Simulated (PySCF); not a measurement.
NICS in rings of unrelated molecules.

Definitions: NICS(0) = −σiso at the ring centroid; NICS(1) = −σiso and NICS(1)zz = −σzz at ±1 Å along the ring normal z. Level: GIAO PBE0/pcSseg-1 (PySCF, non-relativistic, gas phase) on the GFN2-xTB geometries, one conformer each. Atom numbers follow the mapped SMILES.

Task: Order these rings by mean NICS(1)zz, lowest (most negative) first (ppm).
A. ring Si4–C5–C6–C7 in `[CH2:1]=[CH:2][CH2:3][Si@@H:4]1[CH2:5][CH2:6][C@H:7]1[CH:8]=[O:9]`
B. ring Si4–C6–C7–N8 in `[CH3:1][S:2][CH2:3][Si@@:4]1([NH2:5])[CH2:6][CH2:7][N:8]1[CH3:9]`
C. ring C2–C3–C4–C5–C6–C7 in `[F:1][c:2]1[cH:3][cH:4][cH:5][cH:6][c:7]1-[n:8]1[cH:9][cH:10][n:11][n:12]1`
D. ring P3–C4–C5–C6–C7 in `[CH2:1]=[CH:2][P:3]1[CH:4]=[CH:5][CH2:6][CH2:7]1`
E. ring N2–N3–C4–N5–C6 in `[CH3:1][n:2]1[n:3][cH:4][n:5][c:6]1[CH:7]=[O:8]`
F. ring C3–C4–C5–C6–C7 in `[CH2:1]=[P:2][C:3]1=[CH:4][CH2:5][CH2:6][CH2:7]1`
G. ring C2–N3–C4–N5–N6 in `[F:1][c:2]1[n:3][cH:4][n:5][n:6]1-[c:7]1[cH:8][cH:9][cH:10][cH:11][cH:12]1`

Result: E (-31.9), C (-25.6), G (-23.3), D (-4.4), F (-2.5), B (0.2), A (4.7).

| SMILES | ring | NICS(0) | NICS(1) | NICS(1)zz | HOMA | rms pucker (Å) | ring atoms with four or more neighbours |
| --- | --- | --- | --- | --- | --- | --- | --- |
| Cn1ncnc1C=O | 5-membered ring with 3 N; formal bonds all aromatic | -12.5 | -12.4 | -31.9 | 0.98 | 0.00 | 0 |
| Fc1ccccc1-n1ccnn1 | 6-membered carbocycle; formal bonds all aromatic | -10.1 | -10.7 | -25.6 | 0.99 | 0.00 | 0 |
| Fc1ncnn1-c1ccccc1 | 5-membered ring with 3 N; formal bonds all aromatic | -10.6 | -9.4 | -23.3 | 0.91 | 0.00 | 0 |
| C=CP1C=CCC1 | 5-membered ring with P; formal bonds 1 double, 4 single | -2.8 | -3.3 | -4.4 | – | 0.10 | 2 |
| C=PC1=CCCC1 | 5-membered carbocycle; formal bonds 1 double, 4 single | -1.5 | -3.0 | -2.5 | – | 0.09 | 3 |
| CSC[Si@@]1(N)CCN1C | 4-membered ring with N and Si; formal bonds all single | -7.1 | -2.2 | 0.2 | – | 0.03 | 3 |
| C=CC[Si@@H]1CC[C@H]1C=O | 4-membered ring with Si; formal bonds all single | -1.1 | -0.9 | 4.7 | – | 0.08 | 4 |

NICS(0) gives another order. The isotropic NICS(1) gives the same order. HOMA uses Krygowski's 1993 parameters; it is left out where a ring has a four-coordinate atom, a triple bond, no multiple bond or a kind of bond without parameters. NICS(1) and NICS(1)zz are means over the two faces.
